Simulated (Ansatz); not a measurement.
Born–Oppenheimer molecular dynamics of C2H13NOSi3 (20 atoms, charge 0, multiplicity 1). It starts from a relaxed structure.

All numbers below come from RKS BHLYP/STO-3G in Ansatz.

| Property | Result |
| --- | --- |
| ensemble | NVE (velocity Verlet) |
| time step | 1 fs |
| steps asked | 126 |
| starting velocities drawn for | 1500 K |
| seed | 555534 |

First frame:

```xyz
20
Properties=species:S:1:pos:R:3
Si 0.024 -0.197 -0.136
N 0.026 -0.299 1.609
C -1.188 -0.667 2.363
H -1.762 -1.420 1.811
H -0.915 -1.101 3.333
H -1.857 0.185 2.564
C 0.869 0.646 2.368
H 1.116 0.229 3.353
H 1.806 0.823 1.830
H 0.388 1.624 2.538
H 1.407 -0.100 -0.506
O -0.643 1.223 -0.716
Si -2.217 1.705 -0.433
H -2.410 2.135 0.925
H -2.494 2.803 -1.310
H -3.153 0.646 -0.697
Si -0.919 -2.067 -0.995
H -2.263 -2.269 -0.543
H -0.950 -1.992 -2.425
H -0.154 -3.222 -0.630
```

Question: How far do the bonds stretch over the last three quarters of this one trajectory? (Pairs bonded in most of those frames.)

Answer: 
```
    bond  mean (Å)  spread (Å)  shortest  longest
  Si1–N2     1.752       0.033      1.69     1.82
 Si1–H11     1.441       0.037      1.38     1.50
 Si1–O12     1.686       0.048      1.61     1.79
Si1–Si17     2.296       0.063      2.19     2.41
   N2–C3     1.489       0.062      1.37     1.60
   N2–C7     1.486       0.051      1.39     1.58
   C3–H4     1.106       0.058      1.01     1.20
   C3–H5     1.109       0.046      1.03     1.19
   C3–H6     1.102       0.039      1.04     1.16
   C7–H8     1.115       0.052      1.03     1.21
   C7–H9     1.103       0.033      1.02     1.17
  C7–H10     1.114       0.043      1.04     1.20
O12–Si13     1.687       0.038      1.62     1.75
Si13–H14     1.439       0.027      1.40     1.48
Si13–H15     1.435       0.016      1.41     1.46
Si13–H16     1.447       0.068      1.34     1.55
Si17–H18     1.435       0.006      1.42     1.45
Si17–H19     1.440       0.049      1.36     1.51
Si17–H20     1.449       0.074      1.34     1.56
```

Mean temperature of the second half: 792 K. The conserved energy wandered by up to 5.5 meV per atom (net 3.0 meV per atom), which is poor conservation. The temperature averaged 0.53 of the 1500 K drawn at the start: a run that starts near a minimum puts about half its kinetic energy into the potential. A run of 0.13 ps of so small a system gives no equilibrium averages. Limits of this set-up: minimal basis.

Time of the run: 26 min on 1 thread of Intel(R) Xeon(R) Platinum 8259CL CPU @ 2.50GHz (Skylake/Cascade Lake) (shared host), peak memory 0.19 GiB.
